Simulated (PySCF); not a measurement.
C2H8N, SMILES C[NH2+]C, charge +1. The structure is a stationary point at B3LYP-D3(BJ)/def2-SVP. The isomer is the one that the SMILES or the coordinates give; other isomers of the formula were not compared.

Computed with B3LYP-D3(BJ)/def2-SVP (PySCF).

Harmonic wavenumbers (cm⁻¹): 206, 273, 388, 818, 866, 1004, 1022, 1071, 1236, 1262, 1372, 1412, 1431, 1458, 1468, 1475, 1482, 1482, 1633, 3075, 3077, 3192, 3192, 3194, 3194, 3411, 3455. Rotational constants (GHz): 30.09, 8.630, 7.640; symmetry number 2.

Problem. Work out the zero-point energy and the ideal-gas rigid-rotor harmonic-oscillator thermochemistry at 298.15 K and 1 atm.

Solution. ZPE = ½ Σ hcν = ½ × 47150 cm⁻¹ = 282.02 kJ/mol. H − E(el) = 296.24 kJ/mol. Entropy in J/(mol K): translation 156.52, rotation 88.83, vibration 22.86, total 268.21. G − E(el) = 216.28 kJ/mol. Cp = 68.30 J/(mol K).
